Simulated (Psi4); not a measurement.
Li2, charge +1, doublet, geometry from GFN2-xTB (such geometries of metal compounds can be far from the true shape) (a state made from the parent by changing its charge; the spin is typed, not shown lowest); HF/6-31G* (Psi4 1.11).

Input for Psi4:
```
memory 2 GB

molecule {
1 2
Li   -0.00000000   -0.00000000   -1.37032182
Li    0.00000000    0.00000000    1.37032182
}

set {
  basis 6-31g*
  reference uhf
  scf_type dfdirj+link
}

energy('scf')
print_variables()
```

Question: Predict the main parts of the log of this Psi4 run.

Answer: 
```
   => Loading Basis Set <=

    Name: 6-31G*
    Role: ORBITAL
    Keyword: BASIS

         ---------------------------------------------------------
                                   SCF
               by Justin Turney, Rob Parrish, Andy Simmonett
                          and Daniel G. A. Smith
                              UHF Reference
         ---------------------------------------------------------

  ==> Geometry <==

    Molecular point group: d2h
    Full point group: D_inf_h

    Geometry (in Angstrom), charge = 1, multiplicity = 2:

       Center              X                  Y                   Z               Mass
    ------------   -----------------  -----------------  -----------------  -----------------
         LI           0.000000000000     0.000000000000    -1.370321820000     7.016003436600
         LI           0.000000000000     0.000000000000     1.370321820000     7.016003436600

  Running in d2h symmetry.

  Rotational constants: A = ************  B =      0.63978  C =      0.63978 [cm^-1]
  Rotational constants: A = ************  B =  19180.16170  C =  19180.16170 [MHz]
  Nuclear repulsion =    1.737765109815591

  Charge       = 1
  Multiplicity = 2
  Electrons    = 5
  Nalpha       = 3
  Nbeta        = 2

  ==> Algorithm <==

  SCF Algorithm Type is DFDIRJ+LINK.
  DIIS enabled.
  MOM disabled.
  Fractional occupation disabled.
  Guess Type is SAD.
  Energy threshold   = 1.00e-06
  Density threshold  = 1.00e-06
  Integral threshold = 1.00e-12

  ==> Primary Basis <==

  Basis Set: 6-31G*
    Blend: 6-31G*
    Number of shells: 12
    Number of basis functions: 30
    Number of Cartesian functions: 30
    Spherical Harmonics?: false
    Max angular momentum: 2

   => Loading Basis Set <=

    Name: (6-31G* AUX)
    Role: JKFIT
    Keyword: DF_BASIS_SCF

  ==> Integral Setup <==

  ==> CompositeJK: Mix-and-Match J+K Algorithm Combos <==

    J tasked:                  Yes
    J algorithm:           DF-DirJ
    K tasked:                  Yes
    K algorithm:              LinK
    wK tasked:                  No
    Integrals threads:           1
    Incremental Fock:           No
    Screening Type:           CSAM

  ==> DF-DirJ: Integral-Direct Density-Fitted J <==

    J Screening Cutoff:      1E-12

  ==> LinK: Linear Exchange K <==

    K Screening Cutoff:      1E-12

  Minimum eigenvalue in the overlap matrix is 4.2333176783E-03.
  Reciprocal condition number of the overlap matrix is 8.7947975500E-04.
[...]
  Energy and wave function converged.

  ==> Post-Iterations <==

   @Spin Contamination Metric:   4.547265488E-06
   @S^2 Expected:                7.500000000E-01
   @S^2 Observed:                7.500045473E-01
   @S   Expected:                5.000000000E-01
   @S   Observed:                5.000000000E-01

    Orbital Energies [Eh]
    ---------------------

    Alpha Occupied:

[...]
    Alpha Virtual:

[...]
    Beta Occupied:

[...]
    Beta Virtual:

[...]
       8B1u    1.299721

    Final Occupation by Irrep:
             Ag   B1g   B2g   B3g    Au   B1u   B2u   B3u
    DOCC [     1,    0,    0,    0,    0,    1,    0,    0 ]
    SOCC [     1,    0,    0,    0,    0,    0,    0,    0 ]
    NA   [     2,    0,    0,    0,    0,    1,    0,    0 ]
    NB   [     1,    0,    0,    0,    0,    1,    0,    0 ]

  @UHF Final Energy:   -14.70891827174072

   => Energetics <=

    Nuclear Repulsion Energy =              1.7377651098155906
    One-Electron Energy =                 -21.7654216593863055
    Two-Electron Energy =                   5.3187382778299934
    Total Energy =                        -14.7089182717407212

  UHF NO Occupations:
  HONO-2 :    1B1u 1.9999991
  HONO-1 :    1 Ag 1.9999986
  HONO-0 :    2 Ag 1.0000000
  LUNO+0 :    3 Ag 0.0000014
  LUNO+1 :    2B1u 0.0000009
  LUNO+2 :    4 Ag 0.0000000
  LUNO+3 :    5 Ag 0.0000000

Computation Completed

Properties will be evaluated at   0.000000,   0.000000,   0.000000 [a0]

Properties computed using the SCF density matrix

 Multipole Moments:

 ------------------------------------------------------------------------------------
     Multipole            Electronic (a.u.)      Nuclear  (a.u.)        Total (a.u.)
 ------------------------------------------------------------------------------------

 L = 1.  Multiply by 2.5417464519 to convert [e a0] to [Debye]
 Dipole X            :          0.0000000            0.0000000            0.0000000
 Dipole Y            :          0.0000000            0.0000000            0.0000000
 Dipole Z            :          0.0000000            0.0000000            0.0000000
 Magnitude           :                                                    0.0000000

 ------------------------------------------------------------------------------------

  Variable Map:
  ----------------------------------------------------------------------------
[...]
  Array Variable Map:
  ----------------------------------------------------------------------------
[...]
[...]
```
